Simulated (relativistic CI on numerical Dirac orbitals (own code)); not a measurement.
Sensitivity of the levels of Tl8+ to α and to the nuclear radius

Computed by Dirac-Coulomb-Breit CI, separate exchange-only KLI orbitals for each configuration, derivatives by finite differences, unscaled Slater integrals, QED left out (own radial code, finite nucleus).

Configuration list (outside the closed core [Kr] 4d10 4f14 5p6): 5s2 5d5, 5s2 5d4 6s, 5s2 5d4 5f, 5s 5d6, 5d7, 5s2 5d3 6s2, 5s2 5d2 5f 6s2. Double excitations out of closed p, d and f shells are left out; levels of such configurations are missing from the list, as are those of other unlisted configurations, and high levels can miss mixing partners.

With x = (α/α₀)² − 1 an excitation energy changes as ω = ω₀ + qx; K = 2q/ω₀ is the relative enhancement. Terms are leading LS components, so labels can repeat. The field-shift factor is F = δν/δ⟨r²⟩ for the transition from the lowest level.

Lowest level 5s2 5d5 6S_5/2.

```csv
Level,ω₀ (cm⁻¹),q (cm⁻¹),K,F (GHz/fm²)
5s2 5d5 4G_5/2,22854.9,-8194,-0.717,0.198
5s2 5d5 4G_7/2,34359.0,2814,0.164,1.2
5s2 5d5 4D_3/2,35258.4,2277,0.129,1.27
5s2 5d5 4G_11/2,36866.6,4914,0.267,1.2
5s2 5d5 4G_5/2,38634.1,10300,0.533,1.85
5s2 5d5 4G_9/2,39373.9,8173,0.415,1.58
5s2 5d5 4P_1/2,41699.2,7983,0.383,2.16
5s2 5d5 4D_7/2,48647.8,13030,0.536,2.33
5s2 5d5 2D_5/2,50642.3,11840,0.467,3.03
5s2 5d5 2F_7/2,56002.2,10560,0.377,1.69
5s2 5d5 2I_11/2,56202.8,18740,0.667,2.63
5s2 5d5 4D_1/2,57242.6,23800,0.832,3.84
5s2 5d5 2D_3/2,57970.9,15940,0.55,3.9
5s2 5d5 2G_9/2,60173.7,15540,0.516,2.78
5s2 5d5 4F_3/2,60870.6,19970,0.656,3.01
5s2 5d5 2I_13/2,62520.1,21890,0.7,2.94
5s2 5d5 2F_5/2,64646.5,20650,0.639,3.84
5s2 5d5 2H_9/2,72125.7,21820,0.605,3.22
5s2 5d5 4F_5/2,73764.1,29350,0.796,4.18
5s2 5d5 2G_7/2,74266.5,21590,0.581,4.36
5s2 5d5 2F_5/2,78884.3,30280,0.768,4.61
5s2 5d5 2D_3/2,79191.3,26870,0.679,3.18
5s2 5d5 2F_7/2,81698.7,27870,0.682,5.47
```

At this charge configurations can still be misplaced by up to about 7 % of their energy. Terms inside the open d or f shell come out 10 to 20 % too wide with unscaled integrals. Levels and lines within the n = 5 or 6 shells can be off by up to 10 % or somewhat more, and those that change n by about 2 %, since core polarisation is missing.
